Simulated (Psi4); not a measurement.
Psi4 input (wB97X-D/6-311+G**):

```
memory 1500 MB

molecule {
0 2
O     0.02888100    1.83339100   -0.77095300
Si   -0.16658900    0.54991000    0.27893500
Si    1.95201300   -0.37248700    0.65520800
Si   -1.79728700   -0.97875700   -0.44888100
H    -0.76222900    2.23761200   -1.13893000
H     1.76742000   -1.53096600    1.56378400
H     2.60644600   -0.84195700   -0.59306600
H     2.84066500    0.61689100    1.31006700
H    -3.08549400   -0.26586800   -0.64791300
H    -1.45458100   -1.65884400   -1.72607000
H    -1.97718900   -2.00532000    0.60608100
symmetry c1
no_reorient
no_com
}

set {
  basis 6-311+G**
  reference uks
  scf_type df
  df_basis_scf def2-universal-jkfit
  dft_radial_points 99
  dft_spherical_points 590
  e_convergence 1e-8
  d_convergence 1e-7
  maxiter 150
}

e = energy('wb97x-d')
print_out(f'\nFINAL {e:.10f} DIPOLE {variable("CURRENT DIPOLE")[0]:.6f} {variable("CURRENT DIPOLE")[1]:.6f} {variable("CURRENT DIPOLE")[2]:.6f}\n')
```

From the output:

```
              A
    DOCC [    28 ]
    SOCC [     1 ]
    NA   [    29 ]
    NB   [    28 ]

  @DF-UKS Final Energy:  -947.90897645215671

   => Energetics <=

    Nuclear Repulsion Energy =            260.5571770974355559
    One-Electron Energy =               -1831.2184716175624999
    Two-Electron Energy =                 675.9417859303372325
    DFT Exchange-Correlation Energy =     -53.1852300031901351
    Empirical Dispersion Energy =          -0.0042378591770510
    VV10 Nonlocal Energy =                  0.0000000000000000
    Total Energy =                       -947.9089764521567076

  UHF NO Occupations:
  HONO-2 :   27  A 1.9998230
  HONO-1 :   28  A 1.9989448
  HONO-0 :   29  A 1.0000000
  LUNO+0 :   30  A 0.0010552
  LUNO+1 :   31  A 0.0001770
  LUNO+2 :   32  A 0.0001684
  LUNO+3 :   33  A 0.0000590

Computation Completed

Properties will be evaluated at   0.000000,   0.000000,   0.000000 [a0]

Properties computed using the SCF density matrix

 Multipole Moments:

 ------------------------------------------------------------------------------------
     Multipole            Electronic (a.u.)      Nuclear  (a.u.)        Total (a.u.)
 ------------------------------------------------------------------------------------

 L = 1.  Multiply by 2.5417464519 to convert [e a0] to [Debye]
 Dipole X            :         -0.4799920            0.0000076           -0.4799845
 Dipole Y            :          0.0433409           -0.0000000            0.0433409
 Dipole Z            :         -0.0890824           -0.0000057           -0.0890881
 Magnitude           :                                                    0.4901022

 ------------------------------------------------------------------------------------

FINAL -947.9089764522 DIPOLE -0.479984 0.043341 -0.089088

*** Psi4 exiting successfully. Buy a developer a beer!
```

The geometry given is a B3LYP-D3(BJ)/def2-TZVP minimum.
